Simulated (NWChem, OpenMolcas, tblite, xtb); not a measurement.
**How methods differ on SiHSClF (SMILES F[Si](S)Cl)**

SiHSClF: 5 atoms, total charge 0, spin state doublet. As SMILES, `F[Si](S)Cl`. The coordinates come from a PBE0-D4/def2-TZVP relaxation. This is one conformer, not always the lowest.

```xyz
5

F     1.3659    0.7798   -0.8050
Si    0.1792   -0.2859   -0.8109
S    -1.5371    0.5378    0.1345
Cl    0.9099   -1.9280    0.1704
H    -0.8679    0.8226    1.2697
```

Each level gives the dipole moment (D). The values are calculated.

```json
{"level": "GFN1-xTB", "kind": "semi-empirical", "program": "tblite", "value (D)": "0.82", "CPU time": "under 2 s"}
{"level": "IPEA1-xTB", "kind": "semi-empirical", "program": "tblite", "value (D)": "1.12", "CPU time": "under 2 s"}
{"level": "GFN2-xTB", "kind": "semi-empirical", "program": "tblite", "value (D)": "1.01", "CPU time": "under 2 s"}
{"level": "GFN0-xTB", "kind": "semi-empirical", "program": "xtb", "value (D)": "0.91", "CPU time": "under 2 s"}
{"level": "UHF/ANO-RCC-MB (DKH2)", "kind": "Hartree–Fock", "program": "OpenMolcas", "value (D)": "0.92", "CPU time": "3 s"}
{"level": "UHF/3-21G", "kind": "Hartree–Fock", "program": "NWChem", "value (D)": "0.99", "CPU time": "4 s"}
{"level": "UB3LYP/6-31G* (spherical functions)", "kind": "global hybrid", "program": "NWChem", "value (D)": "0.47", "CPU time": "35 s"}
{"level": "UB3LYP/6-31G* (Cartesian functions)", "kind": "global hybrid", "program": "NWChem", "value (D)": "0.47", "CPU time": "40 s"}
{"level": "UB3LYP/6-311G**", "kind": "global hybrid", "program": "NWChem", "value (D)": "0.62", "CPU time": "31 s"}
```

The values span 0.47 to 1.12 D. Magnitudes only. Sets without polarisation functions give poor dipoles. CPU times are rough (shared hosts, several kinds of processor): they show what a rung costs within a factor of a few.
